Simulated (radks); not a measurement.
Exchange energies: the exact (Fock) value of the Kohn-Sham orbitals and density-functional approximations, as 100 (|E| - |E exact|)/|E exact|, negative where the magnitude is too small. Species: O4+ [He] 2s2; Sc6+ [Ne] 3s2 3p3; P3+ [Ne] 3s2. Calculated with a radial shooting solver on a logarithmic mesh with Libxc functionals: non-relativistic Kohn-Sham, exchange-only B88, spin-polarised, spherical densities, point nucleus. Every spin shell is full or empty, so the densities are truly spherical. Functionals are evaluated on that one density, not self-consistently.

| functional | O4+ | Sc6+ | P3+ |
|---|---|---|---|
| exact (hartree) | -5.94637 | -35.3628 | -21.6189 |
| LDA | -12.69 | -7.59 | -8.25 |
| B88 | -0.13 | -0.01 | +0.06 |
| RPBE | +0.60 | -0.03 | +0.14 |
| PW91 | -0.60 | -0.13 | -0.07 |
| SOGGA | -5.35 | -3.40 | -3.60 |
| B86b | -0.07 | +0.06 | +0.17 |
| G96 | -0.11 | +0.13 | +0.13 |
| EV93 | +4.54 | +0.99 | +1.53 |
| APBE | +0.63 | +0.54 | +0.71 |
| revTPSS | +0.31 | -0.56 | -0.37 |
| SCAN | -0.36 | +0.26 | +0.26 |
| MVS | -0.63 | -0.26 | -0.28 |
